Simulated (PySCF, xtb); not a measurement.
C2H8S2Sn, SMILES C[S][SnH2][S]C. Other conformers were not sampled.

Harmonic wavenumbers (cm⁻¹) from xtb 6.7.1 with GFN2-xTB at its own minimum, in rising order: 30, 38, 70, 93, 99, 146, 184, 297, 306, 335, 413, 512, 679, 710, 723, 949, 950, 951, 953, 1317, 1323, 1357, 1437, 1446, 1449, 1452, 1530, 3030, 3042, 3047, 3050, 3055, 3057.

**Question.** What does PySCF with PBE-D3(BJ)/def2-SVP give at its own minimum? (The exact figures need the calculation; the answer reports its results.)

**Answer.** 42, 64, 95, 120, 160, 167, 191, 324, 340, 374, 495, 585, 654, 689, 691, 930, 934, 936, 941, 1277, 1283, 1395, 1395, 1406, 1414, 1807, 1863, 2964, 2977, 3069, 3083, 3086, 3088. Paired by order, the mean absolute difference is 53 cm⁻¹ and the zero-point energies are 54.4 and 55.5 kcal/mol.
